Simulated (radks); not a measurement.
Results of a calculation; reference values are marked as such.
Question: Ge9+, configuration [Ar] 3d5. Code: a radial shooting solver on a logarithmic mesh with Libxc functionals. Model: Dirac Kohn-Sham, LB94 model potential, spin-unpolarised, spherical densities, finite nucleus; open shells fill j = l - 1/2 first; Fermi nuclear charge, rms radius 4.0742 fm. Some entries of the table are withheld. Estimate them.

orbital,occ.,eigenvalue (Ry),<1/r> (bohr^-1),r(max) (bohr)
1s1/2,2,-828.8365,(1),(2)
2s1/2,2,-119.8980,(3),0.1760
2p1/2,2,-108.8406,7.143,0.1389
2p3/2,4,-106.4584,6.947,0.1419
3s1/2,2,-28.39847,(4),0.5301
3p1/2,2,-24.70243,2.323,0.5200
3p3/2,4,-24.33176,2.277,0.5276
3d3/2,4,(5),(6),0.4561
3d5/2,1,(7),(8),0.4583

Answer: 
(1) 1s1/2 <1/r> (bohr^-1): 32.42
(2) 1s1/2 r(max) (bohr): 0.03072
(3) 2s1/2 <1/r> (bohr^-1): 7.164
(4) 3s1/2 <1/r> (bohr^-1): 2.410
(5) 3d3/2 eigenvalue (Ry): -18.09583
(6) 3d3/2 <1/r> (bohr^-1): 2.105
(7) 3d5/2 eigenvalue (Ry): -18.03207
(8) 3d5/2 <1/r> (bohr^-1): 2.094
